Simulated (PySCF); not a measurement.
Field gradients from PBE0/pcSseg-1 densities (PySCF, non-relativistic) at GFN2-xTB geometries, isolated species, one conformer each; χzz is the principal value of largest magnitude, with Q(14N) = 0.02044 b, Q(35Cl) = −0.0817 b, Q(17O) = −0.0256 b. GFN2-xTB bond lengths can be off by several hundredths of an ångström, more for odd bonds, and the gradients follow them. A larger basis could move these couplings by a tenth or more.

Q: These 14N couplings (χzz in MHz, η) are listed in rising order: (-6.049, 0.29); (-5.490, 0.29); (-5.118, 0.09); (-4.874, 0.27); (-4.244, 0.00); (-2.968, 0.28). Assign them to: the C=N nitrogen of `C=NN=C`; N9 (pyridine-type nitrogen) in `[CH3:1][c:2]1[n:3][nH:4][c:5]([CH:6]([CH3:7])[CH3:8])[n:9]1`; the pyridine-type nitrogen of `C=C(F)c1cncs1`; the nitrogen bonded to 2 C and P of `CSC[P-]N1CCCC1`; N8 (pyrrole-type nitrogen) in `[CH3:1][CH:2]([CH3:3])[c:4]1[cH:5][n:6][n:7][n:8]1[CH3:9]`; N8 (pyridine-type nitrogen) in `[CH3:1][CH2:2][CH2:3][n:4]1[cH:5][c:6]([CH3:7])[n:8][n:9]1`.

A: -6.049 MHz, η 0.29: the nitrogen bonded to 2 C and P of `CSC[P-]N1CCCC1`; -5.490 MHz, η 0.29: the C=N nitrogen of `C=NN=C`; -5.118 MHz, η 0.09: N8 (pyridine-type nitrogen) in `[CH3:1][CH2:2][CH2:3][n:4]1[cH:5][c:6]([CH3:7])[n:8][n:9]1`; -4.874 MHz, η 0.27: the pyridine-type nitrogen of `C=C(F)c1cncs1`; -4.244 MHz, η 0.00: N9 (pyridine-type nitrogen) in `[CH3:1][c:2]1[n:3][nH:4][c:5]([CH:6]([CH3:7])[CH3:8])[n:9]1`; -2.968 MHz, η 0.28: N8 (pyrrole-type nitrogen) in `[CH3:1][CH:2]([CH3:3])[c:4]1[cH:5][n:6][n:7][n:8]1[CH3:9]`.

Q: These 35Cl couplings (χzz in MHz, η) are listed in rising order: (-72.92, 0.14); (-68.71, 0.06); (-40.02, 0.03); (-37.96, 0.16). Assign them to: Cl8 (silicon-bound chlorine) in `[CH2:1]=[CH:2][O:3][Si@H:4]([Cl:5])[CH2:6][SiH2:7][Cl:8]`; the vinyl chlorine of `C#CC1=CC=C(Cl)[SiH2]1`; Cl6 (vinyl chlorine) in `[CH3:1][O:2][SiH2:3]/[CH:4]=[C:5](\[Cl:6])[SiH2:7][Cl:8]`; Cl5 (silicon-bound chlorine) in `[CH2:1]=[CH:2][O:3][Si@@H:4]([Cl:5])[SiH2:6][CH2:7][Cl:8]`.

A: -72.92 MHz, η 0.14: the vinyl chlorine of `C#CC1=CC=C(Cl)[SiH2]1`; -68.71 MHz, η 0.06: Cl6 (vinyl chlorine) in `[CH3:1][O:2][SiH2:3]/[CH:4]=[C:5](\[Cl:6])[SiH2:7][Cl:8]`; -40.02 MHz, η 0.03: Cl8 (silicon-bound chlorine) in `[CH2:1]=[CH:2][O:3][Si@H:4]([Cl:5])[CH2:6][SiH2:7][Cl:8]`; -37.96 MHz, η 0.16: Cl5 (silicon-bound chlorine) in `[CH2:1]=[CH:2][O:3][Si@@H:4]([Cl:5])[SiH2:6][CH2:7][Cl:8]`.

Q: These 17O couplings (χzz in MHz, η) are listed in rising order: (-10.39, 0.39); (-9.320, 0.16); (12.36, 0.52). Assign them to: the silyl ether oxygen of `C=CO[Si@H](Cl)C[SiH2]Cl`; O7 (ketone oxygen) in `[N:1]#[C:2][CH2:3][C@@H:4]1[CH2:5][C:6](=[O:7])[CH2:8][CH2:9][O:10]1`; the silyl ether oxygen of `CO[SiH2]/C=C(\Cl)[SiH2]Cl`.

A: -10.39 MHz, η 0.39: the silyl ether oxygen of `CO[SiH2]/C=C(\Cl)[SiH2]Cl`; -9.320 MHz, η 0.16: the silyl ether oxygen of `C=CO[Si@H](Cl)C[SiH2]Cl`; 12.36 MHz, η 0.52: O7 (ketone oxygen) in `[N:1]#[C:2][CH2:3][C@@H:4]1[CH2:5][C:6](=[O:7])[CH2:8][CH2:9][O:10]1`.

All sites together:

```tsv
nucleus	site	Vzz (au)	η	χzz (MHz)
14N	the C=N nitrogen of C=NN=C	-1.143	0.29	-5.490
14N	N9 (pyridine-type nitrogen) in [CH3:1][c:2]1[n:3][nH:4][c:5]([CH:6]([CH3:7])[CH3:8])[n:9]1	-0.884	0.00	-4.244
14N	the pyridine-type nitrogen of C=C(F)c1cncs1	-1.015	0.27	-4.874
14N	the nitrogen bonded to 2 C and P of CSC[P-]N1CCCC1	-1.260	0.29	-6.049
14N	N8 (pyrrole-type nitrogen) in [CH3:1][CH:2]([CH3:3])[c:4]1[cH:5][n:6][n:7][n:8]1[CH3:9]	-0.618	0.28	-2.968
14N	N8 (pyridine-type nitrogen) in [CH3:1][CH2:2][CH2:3][n:4]1[cH:5][c:6]([CH3:7])[n:8][n:9]1	-1.066	0.09	-5.118
35Cl	Cl8 (silicon-bound chlorine) in [CH2:1]=[CH:2][O:3][Si@H:4]([Cl:5])[CH2:6][SiH2:7][Cl:8]	2.084	0.03	-40.02
35Cl	the vinyl chlorine of C#CC1=CC=C(Cl)[SiH2]1	3.798	0.14	-72.92
35Cl	Cl6 (vinyl chlorine) in [CH3:1][O:2][SiH2:3]/[CH:4]=[C:5](\[Cl:6])[SiH2:7][Cl:8]	3.579	0.06	-68.71
35Cl	Cl5 (silicon-bound chlorine) in [CH2:1]=[CH:2][O:3][Si@@H:4]([Cl:5])[SiH2:6][CH2:7][Cl:8]	1.977	0.16	-37.96
17O	the silyl ether oxygen of C=CO[Si@H](Cl)C[SiH2]Cl	1.549	0.16	-9.320
17O	O7 (ketone oxygen) in [N:1]#[C:2][CH2:3][C@@H:4]1[CH2:5][C:6](=[O:7])[CH2:8][CH2:9][O:10]1	-2.054	0.52	12.36
17O	the silyl ether oxygen of CO[SiH2]/C=C(\Cl)[SiH2]Cl	1.728	0.39	-10.39
```
